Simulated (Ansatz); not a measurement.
`[F][Ge]([SiH3])([SiH3])[SiH3]`. The species carries charge 0 and has multiplicity 1. Geometry: relaxed with PBE0-D4/def2-TZVP.

```xyz
14

F    -0.127   -0.940    2.082
Ge   -0.029   -0.214    0.473
Si    0.231   -2.045   -1.042
Si    1.877    1.229    0.534
Si   -2.087    0.966    0.175
H     1.474   -2.797   -0.732
H     0.322   -1.492   -2.421
H    -0.941   -2.955   -0.956
H     3.105    0.446    0.824
H     2.009    1.873   -0.801
H     1.695    2.279    1.569
H    -3.235    0.025    0.239
H    -2.057    1.613   -1.165
H    -2.236    2.011    1.220
```

Q: What is the dipole moment at B3LYP/def2-TZVPP? (An estimate is asked.)

A: The calculation gave: 1.97 D, with components (0.11, 0.81, -1.79) D in this frame, pointing from negative to positive charge.

Q: And with PBE, r2SCAN, ωB97M-V? (An estimate is asked.)

A: The calculation gave: PBE 1.82 D, r2SCAN 1.92 D, ωB97M-V 1.98 D.

Q: Give the Mulliken charges with B3LYP, PBE, r2SCAN in def2-TZVPP. (Estimate.)

A: Computed: 
```
atom  B3LYP    PBE  r2SCAN
  F1  -0.42  -0.37   -0.41
 Ge2   0.50   0.54    0.48
 Si3   0.10   0.03    0.12
 Si4   0.10   0.03    0.12
 Si5   0.10   0.03    0.12
  H6  -0.04  -0.03   -0.05
  H7  -0.05  -0.03   -0.05
  H8  -0.04  -0.03   -0.05
  H9  -0.04  -0.03   -0.05
 H10  -0.05  -0.03   -0.05
 H11  -0.04  -0.03   -0.05
 H12  -0.04  -0.03   -0.05
 H13  -0.05  -0.03   -0.05
 H14  -0.04  -0.03   -0.05
```

B3LYP here is the variant with VWN-RPA as its local correlation; programs differ in this.
